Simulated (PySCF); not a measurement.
## Correlation energy of Mo³⁺ (molybdenum, charge +3)

Starting occupation: [Kr] 4d2 5p1, 4d5/2 with m_j = +3/2, +5/2, 5p3/2 with m_j = +3/2. Calculation: PySCF 2.14, in x2c-SVPall-2c with one added diffuse shell each of s, p, d type (7s9p7d1f, 76 functions); X2C-1e with screened-nucleus spin-orbit coupling, Gaussian nucleus. Frozen: [Ar] 3d10; 11 electrons correlated; the 6 highest virtual spinors left out.

MP2 pair energies summed by pair of shells (mhartree):

```csv
pair,energy,share (%)
4p-4p,-95.27,48.5
4d-4p,-53.90,27.4
4p-4s,-15.57,7.9
4p-5p,-14.33,7.3
4d-5p,-6.37,3.2
4s-4s,-4.40,2.2
4d-4s,-3.23,1.6
4d-4d,-2.90,1.5
4s-5p,-0.58,0.3
```

Total MP2 correlation energy: -196.56 mhartree.

The GHF reference relaxed away from the jj start to a determinant that is no pure jj level (⟨S²⟩ = 3.75, ⟨J²⟩ = 35.76); the energies belong to that determinant.

This basis was not built for core-valence correlation, so the inner-shell part is incomplete.
